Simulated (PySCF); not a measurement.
**Potential energy of EuB along the bond**

Set-up: PySCF, spin-free X2C with a Gaussian nucleus, basis sets Eu x2c-SVPall, B x2c-SVPall. Energies in eV from Eu (4f7 6s2) + B in their ground configurations at the same level. State: 2S+1 = 11, about 7.0 electrons in the 4f shell (Mulliken).

All columns are PBE0. A positive dipole means Eu(−)B(+).

| R (Å) | E (eV) | μ (D) | Mulliken charge on Eu (basis-dependent) | HOMO (eV) | LUMO (eV) | Mayer bond order | ⟨S²⟩ |
| --- | --- | --- | --- | --- | --- | --- | --- |
| 2.061 | -0.874 | -4.33 | 0.35 | -3.82 | -1.78 | 2.04 | 30.00 |
| 2.156 | -1.195 | -4.80 | 0.37 | -3.90 | -1.80 | 1.97 | 30.00 |
| 2.252 | -1.380 | -5.18 | 0.37 | -3.98 | -1.83 | 1.91 | 30.01 |
| 2.324 | -1.448 | -5.40 | 0.38 | -4.04 | -1.85 | 1.86 | 30.01 |
| 2.396 | -1.467 | -5.58 | 0.38 | -4.09 | -1.88 | 1.82 | 30.01 |
| 2.468 | -1.448 | -5.73 | 0.38 | -4.11 | -1.90 | 1.77 | 30.01 |
| 2.564 | -1.377 | -5.87 | 0.38 | -4.04 | -1.93 | 1.70 | 30.01 |
| 2.683 | -1.237 | -6.01 | 0.38 | -3.97 | -1.96 | 1.60 | 30.01 |
| 2.827 | -1.025 | -6.16 | 0.38 | -3.89 | -1.96 | 1.47 | 30.01 |
| 3.019 | -0.710 | -6.43 | 0.39 | -3.77 | -2.08 | 1.31 | 30.01 |

A fit through these points gives, at Re = 2.394 Å, μ = -5.58 D and dμ/dR = -2.25 D/Å; the reduced mass is 10.27 u.

Question: How strong is the fundamental in the double-harmonic approximation, I = 42.26·(dμ/dR)²/μred km/mol?

Answer: I = 42.26·(-2.25)²/10.27 = 20.8 km/mol at PBE0.

These are scalar-relativistic numbers at best; spin–orbit coupling would shift them, the dissociation energy most. With d or f electrons several states lie close, and the lowest PBE0 determinant need not be the measured ground state.
